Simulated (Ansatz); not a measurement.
Relaxing a trial structure of C3H9BO2Si

The starting geometry of this gas-phase singlet was optimised with GFN2-xTB; its bonds are those of `OB(O[SiH3])C1CC1`.

```yaml
atoms:
  - { symbol: C, position_ang: [0.2906, -1.0412, -0.9402] }
  - { symbol: C, position_ang: [-0.0463, 0.3220, -1.5006] }
  - { symbol: C, position_ang: [0.7224, -0.6391, -2.3329] }
  - { symbol: B, position_ang: [1.3478, -1.1961, 0.2111] }
  - { symbol: O, position_ang: [2.3905, -0.3384, 0.2691] }
  - { symbol: O, position_ang: [1.2405, -2.1661, 1.1421] }
  - { symbol: Si, position_ang: [0.5111, -3.4495, 1.7793] }
  - { symbol: H, position_ang: [2.9957, -0.4928, 0.9953] }
  - { symbol: H, position_ang: [1.5824, -4.4345, 1.9278] }
  - { symbol: H, position_ang: [-0.5590, -3.9662, 0.9230] }
  - { symbol: H, position_ang: [-0.0226, -2.9881, 3.0605] }
  - { symbol: H, position_ang: [-0.5396, -1.7389, -0.9044] }
  - { symbol: H, position_ang: [-1.0761, 0.5228, -1.7554] }
  - { symbol: H, position_ang: [0.4814, 1.1676, -1.0890] }
  - { symbol: H, position_ang: [0.2302, -1.1122, -3.1693] }
  - { symbol: H, position_ang: [1.7721, -0.4465, -2.4882] }
```

Task: Where would you expect an optimisation with PBE0-D3(BJ)/def2-SVP to take it?

Result: It keeps its bonds, and is `OB(O[SiH3])C1CC1`.

The energy falls by 0.18 eV over 37 steps:

| step | E − E(last) (eV) |
| --- | --- |
| 1 | 0.184 |
| 5 | 0.020 |
| 9 | 0.013 |
| 13 | 0.012 |
| 17 | 0.012 |
| 21 | 0.010 |
| 25 | 0.008 |
| 29 | 0.003 |
| 33 | 0.000 |
| 37 | 0.000 |

Final geometry (Å):

```xyz
16

C     0.3097   -1.0777   -0.7996
C    -0.0753    0.3080   -1.2825
C     0.5681   -0.6370   -2.2284
B     1.5210   -1.2250    0.1695
O     2.5702   -0.3685    0.0379
O     1.5888   -2.1792    1.1558
Si    0.5229   -3.3812    1.6134
H     3.2546   -0.5586    0.6891
H     1.1520   -4.1107    2.7481
H     0.2770   -4.3262    0.4840
H    -0.7769   -2.7934    2.0541
H    -0.5288   -1.7727   -0.6761
H    -1.1412    0.5196   -1.4021
H     0.5178    1.1476   -0.9105
H    -0.0462   -1.0889   -3.0118
H     1.6075   -0.4530   -2.5128
```

No frequencies were run, so the end isn't proven a minimum. Run with Ansatz 0.2.0, 100 s on 4 threads of Arm Neoverse V1, on a shared host.
